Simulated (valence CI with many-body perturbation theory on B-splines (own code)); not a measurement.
Ag XLI: key properties

Method: valence CI with perturbative core correlation (CI+MBPT): five valence electrons over a frozen Dirac-Fock core [He], a basis of 9 s, 9 p, 8 d, 6 f, 3 g, 1 h functions for each j, with the one-electron correlation potential Σ1 (screened to all orders), the two-electron term Σ2, the three-electron term Σ3, Breit, model QED; selected single and double excitations, second order for the rest, scaled by the run's own slope (own B-spline code, finite nucleus).

No measured spectrum was set against this ion. As an estimate, large intervals hold to a few tenths of a per cent, small ones and those within an open d or f shell to about a per cent. Among the levels kept, up to 3600 cm⁻¹ of a level comes from second order outside the variational space, and about a tenth of that is noise between levels of different J, which matters for small intervals.

Levels are named by their leading jj configuration (3d3/2^4 stands for four electrons in 3d with j = 3/2), which in mixed levels can hold well under half, so a name can repeat and another be missing.

Rates and lifetimes use the calculated energies. Strong lines usually hold to 10 to 20 %, long lifetimes can be off by a factor of two.

(1) What is the ground level?

(2) Among levels below 3830.6 eV, which E1 lines absorb most strongly from the ground level?

(3) How well does LS coupling describe the low levels?

(4) What are the static dipole polarisabilities of the lowest levels?

(5) What is the ionisation energy?

(6) Where does the other parity begin?

(7) Name the longest-lived excited levels whose lifetime is computed, and their main decay.

## Answers

(1) (2s^2 2p1/2^2 2p3/2) J=3/2, composition 44 % 2s2 2p3 2P° + 31 % 2s2 2p3 4S° + 25 % 2s2 2p3 2D°, g = 1.395.

(2) to (2s^2 2p1/2 2p3/2 3d3/2) J=5/2 at 0.3302 nm, f = 0.409; to (2s^2 2p1/2^2 3d5/2) J=5/2 at 0.3456 nm, f = 0.308; to (2s^2 2p1/2 2p3/2 3d3/2) J=3/2 at 0.3293 nm, f = 0.296.

(3) Among the lowest 20 levels the leading LS term, summed over configurations, holds 62 % on average. For single configurations the figures are 62 % in LS and 96 % in jj coupling. Terms mix most in the J = 3/2 level at 3508.8 eV, where the leading one holds 29 %.

(4) (2s^2 2p1/2^2 2p3/2) J=3/2 0.000741 (tensor 0.00013); (2s^2 2p1/2 2p3/2^2) J=3/2 0.000954 (tensor 3.3e-05) bohr³, of which the core gives 1.68e-06.

(5) 6167.4 eV; NIST lists 6170 ± 40 eV (semi-empirical).

(6) At (2s 2p1/2^2 2p3/2^2) J=5/2, 348.6 eV.

(7) (2s^2 2p1/2 2p3/2^2) J=5/2 at 186.1 eV lives 112 ns, mostly by M1 to (2s^2 2p1/2^2 2p3/2) J=3/2; (2s^2 2p1/2 2p3/2^2) J=1/2 at 211.2 eV lives 25.6 ns, mostly by M1 to (2s^2 2p1/2^2 2p3/2) J=3/2; (2s^2 2p1/2 2p3/2^2) J=3/2 at 168.3 eV lives 19.7 ns, mostly by M1 to (2s^2 2p1/2^2 2p3/2) J=3/2.
